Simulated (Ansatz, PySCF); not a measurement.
A series of H-Si bond dissociation energy values:

A. C[SiH](C)[SiH2]Cl -> C[SiH](C)[SiH]Cl + H atom
B. O[Si]([SiH3])([SiH3])[SiH3] → O[Si]([SiH2])([SiH3])[SiH3] + H atom
C. F[SiH2][SiH](F)F → F[SiH][SiH](F)F + H atom
D. N[SiH](N)N → N[Si](N)N + H atom

Quantity: bond dissociation energy (enthalpy at 298 K, with B3LYP-D3(BJ) rigid-rotor harmonic-oscillator terms), kcal/mol. Structures are relaxed separately at B3LYP-D3(BJ)/def2-TZVP in Ansatz (a first-principles code), one conformer each, not searched for the lowest. Frequencies are from Ansatz or PySCF. Valence correlation only, unless marked. Open shells are spin-unrestricted. Spin-orbit coupling is left out. No relativistic terms. CBS marks a two-point X^-3 extrapolation of the correlation energy; Hartree-Fock from the larger set.

```csv
,PBE0-D3(BJ)/def2-TZVPD (Ansatz + dftd3),r2SCANh/def2-TZVPD (Ansatz),CCSD/cc-pV(Q+d)Z (Ansatz),"CCSD(T)/CBS(cc-pV(T+d)Z,cc-pV(Q+d)Z) (Ansatz)"
A,83.3,83.7,88.3,88.9
B,83.1,83.2,87.4,88.0
C,85.2,85.6,90.6,91.2
D,90.1,90.5,96.7,96.9
```
